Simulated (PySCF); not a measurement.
Br3Sn, doublet, at a GFN2-xTB geometry (such geometries of metal compounds can be far from the true shape) (the spin is typed, not shown lowest) (all electrons, no relativity); PySCF with HF/3-21G.

The PySCF input:
```python
from pyscf import gto, scf

mol = gto.M(
    atom='''
Sn   -0.30559618    0.27078947    0.55707516
Br   -1.69678763   -1.64465708   -0.53914098
Br    0.10094843    2.02068988   -1.33464601
Br    2.03240517   -0.76287491    1.07796533
''',
    basis='3-21g',
    spin=1,
    verbose=4,
)

mf = scf.UHF(mol)
mf.diis = False
mf.damp = 0.6
mf.diis_start_cycle = 200
mf.max_cycle = 150
mf.kernel()
```

It wrote (shortened):

```
PySCF version 2.14.0

[INPUT] verbose = 4
[INPUT] num. atoms = 4
[INPUT] num. electrons = 155
[INPUT] charge = 0
[INPUT] spin (= nelec alpha-beta = 2S) = 1
[INPUT] symmetry False subgroup None
[INPUT] Mole.unit = angstrom
[INPUT] Symbol           X                Y                Z      unit          X                Y                Z       unit  Magmom
[...]
nuclear repulsion = 1532.47611399413
number of shells = 43
number of NR pGTOs = 243
number of NR cGTOs = 97
basis = 3-21g
ecp = {}

******** <class 'pyscf.scf.uhf.UHF'> ********
method = UHF
initial guess = minao
damping factor = 0.6
level_shift factor = 0
DIIS disabled
SCF conv_tol = 1e-09
SCF conv_tol_grad = None
SCF max_cycles = 150
direct_scf = True
direct_scf_tol = 1e-13
number electrons alpha = 78  beta = 77
Set gradient conv threshold to 3.16228e-05
init E= -13655.105991823

cycle= 1 E= -13676.4692884863  delta_E= -21.4  |g|= 0.301  |ddm|= 1.58
cycle= 2 E= -13676.530309338  delta_E= -0.061  |g|= 0.149  |ddm|= 0.334
cycle= 3 E= -13676.5455189169  delta_E= -0.0152  |g|= 0.0786  |ddm|= 0.164
cycle= 4 E= -13676.5500308511  delta_E= -0.00451  |g|= 0.047  |ddm|= 0.0877
cycle= 5 E= -13676.551860031  delta_E= -0.00183  |g|= 0.0318  |ddm|= 0.0543
cycle= 6 E= -13676.5528135765  delta_E= -0.000954  |g|= 0.0232  |ddm|= 0.0384
cycle= 7 E= -13676.5533790485  delta_E= -0.000565  |g|= 0.0177  |ddm|= 0.0292
cycle= 8 E= -13676.5537336289  delta_E= -0.000355  |g|= 0.0138  |ddm|= 0.023
cycle= 9 E= -13676.5539617204  delta_E= -0.000228  |g|= 0.0109  |ddm|= 0.0184
cycle= 10 E= -13676.5541105309  delta_E= -0.000149  |g|= 0.00873  |ddm|= 0.0149
cycle= 11 E= -13676.5542085676  delta_E= -9.8e-05  |g|= 0.00703  |ddm|= 0.0121
cycle= 12 E= -13676.5542736771  delta_E= -6.51e-05  |g|= 0.00568  |ddm|= 0.00984
cycle= 13 E= -13676.5543172451  delta_E= -4.36e-05  |g|= 0.00462  |ddm|= 0.00806
cycle= 14 E= -13676.5543466189  delta_E= -2.94e-05  |g|= 0.00377  |ddm|= 0.00662
cycle= 15 E= -13676.5543665788  delta_E= -2e-05  |g|= 0.00309  |ddm|= 0.00546
cycle= 16 E= -13676.5543802548  delta_E= -1.37e-05  |g|= 0.00255  |ddm|= 0.00452
cycle= 17 E= -13676.5543897084  delta_E= -9.45e-06  |g|= 0.00211  |ddm|= 0.00376
cycle= 18 E= -13676.5543963045  delta_E= -6.6e-06  |g|= 0.00176  |ddm|= 0.00313
cycle= 19 E= -13676.5544009523  delta_E= -4.65e-06  |g|= 0.00148  |ddm|= 0.00262
cycle= 20 E= -13676.5544042607  delta_E= -3.31e-06  |g|= 0.00124  |ddm|= 0.0022
cycle= 21 E= -13676.55440664  delta_E= -2.38e-06  |g|= 0.00106  |ddm|= 0.00186
[...]
cycle= 27 E= -13676.5544122209  delta_E= -4.05e-07  |g|= 0.000444  |ddm|= 0.000733
cycle= 28 E= -13676.5544125313  delta_E= -3.1e-07  |g|= 0.000391  |ddm|= 0.000637
cycle= 29 E= -13676.5544127709  delta_E= -2.4e-07  |g|= 0.000345  |ddm|= 0.000555
cycle= 30 E= -13676.5544129569  delta_E= -1.86e-07  |g|= 0.000306  |ddm|= 0.000485
cycle= 31 E= -13676.5544131019  delta_E= -1.45e-07  |g|= 0.000272  |ddm|= 0.000425
cycle= 32 E= -13676.5544132157  delta_E= -1.14e-07  |g|= 0.000242  |ddm|= 0.000374
cycle= 33 E= -13676.5544133051  delta_E= -8.95e-08  |g|= 0.000215  |ddm|= 0.000329
cycle= 34 E= -13676.5544133757  delta_E= -7.05e-08  |g|= 0.000192  |ddm|= 0.000291
cycle= 35 E= -13676.5544134317  delta_E= -5.6e-08  |g|= 0.000172  |ddm|= 0.000257
cycle= 36 E= -13676.5544134759  delta_E= -4.42e-08  |g|= 0.000154  |ddm|= 0.000228
cycle= 37 E= -13676.5544135111  delta_E= -3.53e-08  |g|= 0.000137  |ddm|= 0.000202
cycle= 38 E= -13676.5544135393  delta_E= -2.81e-08  |g|= 0.000123  |ddm|= 0.000179
cycle= 39 E= -13676.5544135616  delta_E= -2.23e-08  |g|= 0.00011  |ddm|= 0.00016
cycle= 40 E= -13676.5544135795  delta_E= -1.79e-08  |g|= 9.88e-05  |ddm|= 0.000142
cycle= 41 E= -13676.5544135938  delta_E= -1.43e-08  |g|= 8.86e-05  |ddm|= 0.000127
cycle= 42 E= -13676.5544136052  delta_E= -1.14e-08  |g|= 7.94e-05  |ddm|= 0.000113
cycle= 43 E= -13676.5544136143  delta_E= -9.07e-09  |g|= 7.12e-05  |ddm|= 0.000101
cycle= 44 E= -13676.5544136217  delta_E= -7.4e-09  |g|= 6.39e-05  |ddm|= 9e-05
cycle= 45 E= -13676.5544136275  delta_E= -5.85e-09  |g|= 5.73e-05  |ddm|= 8.04e-05
cycle= 46 E= -13676.5544136322  delta_E= -4.69e-09  |g|= 5.14e-05  |ddm|= 7.18e-05
cycle= 47 E= -13676.554413636  delta_E= -3.78e-09  |g|= 4.62e-05  |ddm|= 6.42e-05
cycle= 48 E= -13676.5544136391  delta_E= -3.09e-09  |g|= 4.14e-05  |ddm|= 5.74e-05
cycle= 49 E= -13676.5544136416  delta_E= -2.5e-09  |g|= 3.72e-05  |ddm|= 5.14e-05
cycle= 50 E= -13676.5544136435  delta_E= -1.9e-09  |g|= 3.34e-05  |ddm|= 4.6e-05
cycle= 51 E= -13676.5544136451  delta_E= -1.57e-09  |g|= 2.99e-05  |ddm|= 4.11e-05
cycle= 52 E= -13676.5544136463  delta_E= -1.24e-09  |g|= 2.69e-05  |ddm|= 3.68e-05
cycle= 53 E= -13676.5544136474  delta_E= -1.06e-09  |g|= 2.41e-05  |ddm|= 3.3e-05
cycle= 54 E= -13676.5544136481  delta_E= -7.49e-10  |g|= 2.16e-05  |ddm|= 2.95e-05
Extra cycle  E= -13676.5544136497  delta_E= -1.53e-09  |g|= 1.61e-05  |ddm|= 6.62e-05
converged SCF energy = -13676.5544136497  <S^2> = 0.7678149  2S+1 = 2.0177363
```
